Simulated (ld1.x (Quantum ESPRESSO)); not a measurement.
## Plane-wave convergence, TM potential for Be (Z = 4)

- Element: Be (Z = 4)
- Generator: ld1.x (Quantum ESPRESSO) 7.5
- Type: norm-conserving Troullier–Martins (Kleinman–Bylander form)
- Functional: LDA (PZ)
- Relativity: scalar-relativistic
- Frozen core: none
- Valence charge: 4
- Reference configuration: 1s2 2s0 2p0 (charge +2)
- Partial waves: 2p (bound, empty): rc 3.45 bohr; 1s (bound): rc 0.45 bohr
- Local potential: the s channel
- Core correction: none

The pseudo-atom Hamiltonian at the reference potential is diagonalised in spherical Bessel functions j_l(qr) that vanish at 20 bohr, with q² up to the cutoff. All-electron valence levels (Ry): 2p -1.2418, 1s -9.6132, 2s -1.4956.

**Question.** How do the lowest levels (Ry) of each channel move with the cutoff, and are there ghosts?

**Answer.**

| cutoff (Ry) | p #1 | s #1 | s #2 | d #1 | f #1 | Σ f·Δε (mRy) |
| --- | --- | --- | --- | --- | --- | --- |
| 8 | -1.2270 | -4.4371 | -0.9697 | -0.4527 | -0.2495 | 10352.7 |
| 25 | -1.2418 | -6.3422 | -1.1981 | -0.4536 | -0.2495 | 6542.6 |
| 50 | -1.2418 | -7.7032 | -1.3347 | -0.4537 | -0.2495 | 3820.4 |
| 100 | -1.2418 | -8.7997 | -1.4300 | -0.4537 | -0.2495 | 1627.5 |
| 180 | -1.2418 | -9.4258 | -1.4784 | -0.4537 | -0.2495 | 375.4 |
| 400 | -1.2418 | -9.6135 | -1.4924 | -0.4537 | -0.2495 | 0.0 |

Result: ghost state, extra bound levels that the all-electron valence spectrum of the same l lacks: p at -13.3 eV (a true bound ghost makes a file unfit for plane-wave use); 10 mRy is reached at over 300 Ry and 1 mRy at over 300 Ry.

3 of 9 tests not solved or not reliable.
